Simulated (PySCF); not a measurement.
Compound: C₂H₁₀OS₂Si₂.
Numbering: `[CH3:1][S:2][SiH2:3][O:4][CH2:5][S:6][SiH3:7]` (hydrogens: H8, H9, H10 on C1; H11, H12 on Si3; H13, H14 on C5; H15, H16, H17 on Si7)

Computed with PySCF 2.14.0, density-fitted response routines, TDDFT CAM-B3LYP/def2-SVPD, vertical, gas phase, core orbitals frozen in the response. One conformer (not necessarily the lowest) at the GFN2-xTB geometry, without solvent, vibrations or thermal averaging. Torsions of this conformer, `[CH3:1][S:2][SiH2:3][O:4][CH2:5][S:6][SiH3:7]`: C1–S2–Si3–O4 178°, S2–Si3–O4–C5 177°, Si3–O4–C5–S6 -66°, O4–C5–S6–Si7 -55°.

Computed states:

```tsv
state	E (eV)	f
S1	5.36	0.0039
S2	5.77	0.020
S3	6.30	0.013
S4	6.39	0.020
S5	6.70	0.029
S6	6.73	0.017
S7	6.97	0.0059
S8	7.11	0.010
```

Broadening: Gaussians 0.4 eV wide at half height, area fixed by f = 4.319×10⁻⁹ ∫ε dν̃. The width is an assumption, not a result. The curve ends short of the highest state used, and states not computed would add to its high-energy end.

Q: Give the broadened spectrum and its maxima.

A: 
λ (nm), ε (L mol⁻¹ cm⁻¹) and a bar:
```
    190.5       2989 ##############################
    192.9       2741 ############################
    195.3       2464 #########################
    197.7       2039 ####################
    200.1       1515 ###############
    202.5       1061 ###########
    204.9        825 ########
    207.4        847 ########
    209.8       1037 ##########
    212.2       1249 #############
    214.6       1351 ##############
    217.0       1292 #############
    219.4       1103 ###########
    221.9        854 #########
    224.3        641 ######
    226.7        489 #####
    229.1        393 ####
    231.5        328 ###
    233.9        275 ###
    236.4        218 ##
    238.8        164 ##
    241.2        115 #
    243.6         74 #
    246.0         45 
    248.4         25 
    250.8         13 
    253.3          6 
    255.7          3 
    258.1          1 
    260.5          1
```

Maxima: 215 nm (5.77 eV), ε about 1400, made up of S2 (98%) (ε in L mol⁻¹ cm⁻¹; maxima over ε = 5, shares over 10%). At its high-energy end, 6.51 eV, the curve is still rising (ε about 3000, from S3, S4, S5 and S6).

Q: Coming from long wavelengths, where does ε first pass 100 L mol⁻¹ cm⁻¹?

A: At about 242 nm (5.12 eV), 0.24 eV below S1.

Q: On this curve, what absorbance would a 10⁻⁴ mol/L sample give at 248 nm over a 1 cm path?

A: 248 nm is 4.999 eV, where ε is about 28 L mol⁻¹ cm⁻¹, so A = ε c l ≈ 0.0028 (Beer–Lambert, with the gas-phase spectrum and the assumed width).

Q: What would ε be at 5.77 eV, the highest of these maxima, with half the width (0.2 eV)?

A: About 2660 L mol⁻¹ cm⁻¹ against 1350, a factor of about 1.97; a lone state at its own centre would give exactly 2.
